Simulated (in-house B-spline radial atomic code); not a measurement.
Successive ionisation energies of gold; each step leads to the configuration of the next row (after the last: [Ar] 3d10). Dirac energy differences include first-order Breit, QED and recoil terms. NIST's values go from ground level to ground level; the uncertainty of those that are theory runs from under 0.1 % in few-electron ions to several per cent in heavy many-electron ones. Computed with a B-spline radial code for spherical atoms: Dirac-Hartree-Fock, jj configuration that fills j = l - 1/2 first, finite nuclei.

A number in brackets counts the electrons of a j subshell.

| ion | configuration | ionisation energy (eV) | tabulated value (eV) | tabulated kind | computed minus tabulated (eV) | highest orbital | largest mean radius (bohr) |
| --- | --- | --- | --- | --- | --- | --- | --- |
| Au41+ | [Kr] 4d3/2(2) | 1964.9 | 1967 | tabulated theory | -2.1 | 4d3/2 | 0.38909 |
| Au42+ | [Kr] 4d3/2(1) | 2025.9 | 2026 | tabulated theory | -0.1 | 4d3/2 | 0.38697 |
| Au43+ | [Ar] 3d10 4s2 4p6 | 2261.4 | 2261 | tabulated theory | 0.4 | 4p3/2 | 0.38486 |
| Au44+ | [Ar] 3d10 4s2 4p1/2(2) 4p3/2(3) | ? | ? | tabulated theory | ? | ? | ? |
| Au45+ | [Ar] 3d10 4s2 4p1/2(2) 4p3/2(2) | ? | ? | tabulated theory | ? | ? | ? |
| Au46+ | [Ar] 3d10 4s2 4p1/2(2) 4p3/2(1) | 2443.1 | 2443 | tabulated theory | 0.1 | 4p3/2 | 0.37877 |
| Au47+ | [Ar] 3d10 4s2 4p1/2(2) | 2639.5 | 2640 | tabulated theory | -0.5 | 4p1/2 | 0.36072 |
| Au48+ | [Ar] 3d10 4s2 4p1/2(1) | ? | ? | tabulated theory | ? | ? | ? |
| Au49+ | [Ar] 3d10 4s2 | 2870.5 | 2870 | tabulated theory | 0.5 | 4s1/2 | 0.35779 |
| Au50+ | [Ar] 3d10 4s1 | 2938.3 | 2941 | semi-empirical | -2.7 | 4s1/2 | 0.35603 |

Problem. Fill in the row of Au44+.

Solution. ionisation energy (eV): 2321.5; tabulated value (eV): 2320; computed minus tabulated (eV): 1.5; highest orbital: 4p3/2; largest mean radius (bohr): 0.38267.

Problem. Fill in the row of Au45+.

Solution. ionisation energy (eV): 2382.1; tabulated value (eV): 2383; computed minus tabulated (eV): -0.9; highest orbital: 4p3/2; largest mean radius (bohr): 0.38071.

Problem. Fill in the row of Au48+.

Solution. ionisation energy (eV): 2707.3; tabulated value (eV): 2708; computed minus tabulated (eV): -0.7; highest orbital: 4p1/2; largest mean radius (bohr): 0.35925.
